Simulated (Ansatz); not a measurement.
`C[S+](C)[Cu-][OH]`, relaxed with RKS PBE0-D4/def2-TZVP in Ansatz from a PBE-D4/def2-SVP geometry. The force threshold is 0.005 eV/Å; the program also tests the step.

Charge 0, multiplicity 1.

Start:

```xyz
12

C    -0.603   -1.374    0.844
S    -0.971    0.188   -0.037
C    -0.290   -0.223   -1.686
Cu    0.355    1.663    0.803
O     1.345    2.959    1.519
H     0.482   -1.592    0.818
H    -0.923   -1.227    1.892
H    -1.181   -2.204    0.391
H    -0.869   -1.055   -2.133
H     0.782   -0.486   -1.614
H    -0.404    0.685   -2.308
H     2.277    2.666    1.512
```

Problem. How much energy does the relaxation release, and in how many steps? (Best estimate.)

Solution. Ansatz gave: 1.42 kcal/mol, in 6 steps.

Problem. Which bonds change most? (Estimate.)

Solution. The calculation gave: S2–C3 from 1.831 to 1.800 Å; C1–S2 from 1.831 to 1.800 Å; C1–H8 from 1.108 to 1.091 Å; C3–H9 from 1.108 to 1.091 Å.

Problem. Give the relaxed structure. (Estimate.)

Solution. The calculation gave: 
```xyz
12

C    -0.605   -1.377    0.824
S    -0.928    0.170   -0.038
C    -0.294   -0.237   -1.673
Cu    0.385    1.647    0.800
O     1.345    2.967    1.523
H     0.455   -1.628    0.792
H    -0.912   -1.235    1.859
H    -1.200   -2.173    0.375
H    -0.891   -1.041   -2.104
H     0.756   -0.524   -1.624
H    -0.395    0.658   -2.286
H     2.284    2.773    1.552
```
